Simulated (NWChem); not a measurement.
System meant: C3H2BrCl; SMILES BrC(Cl)=C=C

Input file for NWChem:

```
start job
memory heap 200 mb stack 900 mb global 1100 mb
geometry units angstroms noautoz
  C     -2.132275     2.003282     0.000000
  C     -1.052841     1.266575     0.000000
  C      0.023001     0.524480     0.000000
  Cl     1.617061     1.186712     0.000000
  Br    -0.079715    -1.360628     0.000000
  H     -2.601984     2.324520    -0.936981
  H     -2.601984     2.324520     0.936981
end
basis spherical
  C library def2-svp
  Cl library def2-svp
  Br library def2-svp
  H library def2-svp
end
dft
  xc pbe0
  iterations 4
  mulliken
end
task dft energy
```

End of the output:

```
    Atom       Charge   Shell Charges
 -----------   ------   -------------------------------------------------------
    1 C    6     6.06   1.97  0.59  0.32  1.86  1.24  0.07
    2 C    6     6.03   1.97  0.65  0.30  1.84  1.19  0.08
    3 C    6     6.30   1.97  0.65  0.35  1.85  1.35  0.13
    4 Cl  17    16.86   2.00  1.96  1.04  0.77  5.82  2.25  2.97  0.05
    5 Br  35    34.88   2.00  2.00  1.96  1.13  0.72  5.99  5.81  2.45  2.75  7.85  2.03  0.19
    6 H    1     0.94   0.62  0.26  0.07
    7 H    1     0.94   0.62  0.26  0.07

 center of mass
 --------------
 x =   0.06702064 y =  -0.21135969 z =   0.00000000

 moments of inertia (a.u.)
 ------------------
         995.415265938065           0.000000000000           0.000000000000
           0.000000000000         624.359161808549           0.000000000000
           0.000000000000           0.000000000000        1607.135670893269

     Multipole analysis of the density
     ---------------------------------

     L   x y z        total         alpha         beta         nuclear
     -   - - -        -----         -----         ----         -------
     0   0 0 0     -0.000000    -36.000000    -36.000000     72.000000

     1   1 0 0     -0.573437     -0.286718     -0.286718      0.000000
     1   0 1 0      0.370421      0.185211      0.185211      0.000000
     1   0 0 1     -0.000000     -0.000000     -0.000000      0.000000

     2   2 0 0    -32.936465   -180.176453   -180.176453    327.416440
     2   1 1 0     -2.830779     13.026267     13.026267    -28.883312
     2   1 0 1     -0.000000     -0.000000     -0.000000      0.000000
     2   0 2 0    -32.915902   -258.143940   -258.143940    483.371979
     2   0 1 1     -0.000000     -0.000000     -0.000000      0.000000
     2   0 0 2    -35.455760    -20.863036    -20.863036      6.270313

 ------------------------------------------------------------------------
 dft energy failed                                                                                  0
 ------------------------------------------------------------------------
 ------------------------------------------------------------------------
  current input line :
    23: task dft energy
 ------------------------------------------------------------------------
 ------------------------------------------------------------------------
 This type of error is most commonly associated with calculations not reaching convergence criteria
 ------------------------------------------------------------------------
 For more information see the NWChem manual at https://nwchemgit.github.io

0:dft energy failed:Received an Error in Communication
```

Q: Find the fault in this run and fix the input.

A: The run did not converge; its last values are not results. Cause: the SCF was allowed too few iterations. This input runs:
```
start job
memory heap 200 mb stack 900 mb global 1100 mb
geometry units angstroms noautoz
  C     -2.132275     2.003282     0.000000
  C     -1.052841     1.266575     0.000000
  C      0.023001     0.524480     0.000000
  Cl     1.617061     1.186712     0.000000
  Br    -0.079715    -1.360628     0.000000
  H     -2.601984     2.324520    -0.936981
  H     -2.601984     2.324520     0.936981
end
basis spherical
  * library def2-svp
end
dft
  xc pbe0
  iterations 150
  mulliken
end
task dft energy
```
It converges to -3148.66931 Ha (PBE0/def2-SVP).
